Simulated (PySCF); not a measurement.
## Electron correlation in Cs²⁵⁺ (caesium, charge +25)

Starting occupation: [Ar] 3d10 4s2. Computed with PySCF 2.14 in an even-tempered Gaussian basis (19 s from 0.8 bohr⁻², ratio 2.6; 15 p from 1 bohr⁻², ratio 2.6; 10 d from 1 bohr⁻², ratio 2.6; 6 f from 1.1 bohr⁻², ratio 2.8), with X2C-1e with screened-nucleus spin-orbit coupling, Gaussian nucleus. Frozen: [Ar]; 12 electrons correlated; the 94 highest virtual spinors left out.

MP2 pair energies summed by pair of shells (mhartree):

| pair | energy | share (%) |
| --- | --- | --- |
| 3d3/2-3d5/2 | -187.20 | 36.4 |
| 3d5/2-3d5/2 | -131.75 | 25.6 |
| 3d3/2-3d3/2 | -56.68 | 11.0 |
| 4s1/2-4s1/2 | -54.60 | 10.6 |
| 3d5/2-4s1/2 | -50.78 | 9.9 |
| 3d3/2-4s1/2 | -33.23 | 6.5 |

Total MP2 correlation energy: -514.25 mhartree.

The virtual space was cut to 70 spinors, which keep -494.55 of the -514.25 mhartree of MP2 correlation.

| level | correlation energy (mhartree) |
| --- | --- |
| CCSD | -491.81 |
| (T) | -1.20 |
| CCSD(T) | -493.01 |

Diagnostics: T1 = 0.00052, largest double amplitude 0.068.

Cost of the coupled-cluster step: 100 s of wall time on 1 thread of Neoverse-V2 (shared host), for 12 occupied and 70 virtual spinors.

The coupled-cluster values are those of the cut space; adding the MP2 remainder, -19.70 mhartree, estimates the full space.

At this charge the one-electron X2C treatment keeps the bare 1/r₁₂, with no two-electron picture change or Breit term. The effect here is smaller than on the frozen 1s shell.
